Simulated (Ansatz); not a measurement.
```xyz
7

F    -1.992    0.286    1.810
Al   -1.355    0.203    0.294
B    -0.010    0.011   -1.124
C     0.791   -0.120    0.087
H     0.211   -0.014   -2.286
H     0.485   -0.082    1.149
H     1.871   -0.283    0.069
```

Total charge 0; spin multiplicity 1.

Task: List the PBE/def2-TZVPP orbital energies in eV (the Gaussian-basis code of Ansatz). (Best estimate.)

Result: The calculation gave: Occupied: -1507.61, -659.73, -269.20, -176.74, -107.84, -69.86, -69.86, -69.67, -29.02, -17.56, -12.06, -11.69, -10.95, -10.13, -10.04, -8.98, -6.40, -6.35. Lowest empty: -2.55, -1.82, -0.44, -0.36, 1.29, 1.60, 1.92, 2.39.
